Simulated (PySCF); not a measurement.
## XPS shifts beside NMR shieldings

Species: C7H14P (charge +1).
Structure used (PBE0-D3(BJ)/def2-SVP), in Å, numbered top down from 1:
```
atom  x, y, z in Å
C1    -2.327   -2.104   -0.630
C2    -1.868   -1.273    0.311
P3    -0.983    0.223   -0.080
C4    -1.789    1.672    0.619
C5     0.745    0.139    0.425
C6     1.646   -0.917   -0.256
C7     2.758    0.148   -0.308
C8     1.702    1.248   -0.081
H9    -2.850   -3.024   -0.352
H10   -2.209   -1.910   -1.701
H11   -1.998   -1.490    1.378
H12   -1.005    0.343   -1.487
H13   -2.819    1.746    0.241
H14   -1.226    2.575    0.340
H15   -1.807    1.581    1.715
H16    0.757    0.050    1.525
H17    1.285   -1.188   -1.261
H18    1.830   -1.843    0.306
H19    3.443    0.062    0.548
H20    3.355    0.208   -1.227
H21    1.935    2.058    0.623
H22    1.362    1.695   -1.029
```

Binding energies: PySCF, delta-SCF UKS SCAN, pcX-2 on the ionised atom, pcseg-1 elsewhere, spin-free X2C. Shieldings: GIAO KT2/pcSseg-1, non-relativistic, same geometry.

```
atom  isotropic shielding (ppm)
  C1                       35.4
  C2                       71.9
  C4                      177.4
  C5                      151.4
  C6                      152.4
  C7                      157.2
  C8                      152.4
```

Question: What are the C 1s binding energies of these atoms?

Answer: 
```json
{"atom": "C7", "environment": "four-membered-ring carbon", "C 1s (eV)": "294.24", "isotropic shielding (ppm)": "157.2"}
{"atom": "C6", "environment": "four-membered-ring carbon", "C 1s (eV)": "294.60", "isotropic shielding (ppm)": "152.4"}
{"atom": "C8", "environment": "four-membered-ring carbon", "C 1s (eV)": "294.63", "isotropic shielding (ppm)": "152.4"}
{"atom": "C5", "environment": "sp3 carbon bound to phosphorus", "C 1s (eV)": "295.18", "isotropic shielding (ppm)": "151.4"}
{"atom": "C1", "environment": "terminal =CH2 carbon", "C 1s (eV)": "295.19", "isotropic shielding (ppm)": "35.4"}
{"atom": "C2", "environment": "alkene CH carbon", "C 1s (eV)": "295.33", "isotropic shielding (ppm)": "71.9"}
{"atom": "C4", "environment": "sp3 carbon bound to phosphorus", "C 1s (eV)": "295.56", "isotropic shielding (ppm)": "177.4"}
```

Question: Among the listed atoms, is the one with the highest binding energy also the least shielded?

Answer: No. The highest binding energy is at C4 (295.56 eV, shielding 177.4 ppm), the lowest shielding at C1 (35.4 ppm, 295.19 eV).

Over these 7 sites the two quantities correlate at r = -0.30. By binding energy: C7 < C6 ≈ C8 < C5 ≈ C1 < C2 < C4. By shielding: C1 < C2 < C5 < C8 ≈ C6 < C7 < C4.

The species carries charge +1, so core ionisation leaves charge +2. One conformer (not necessarily the lowest) at the PBE0-D3(BJ)/def2-SVP geometry, without solvent, vibrations or thermal averaging.
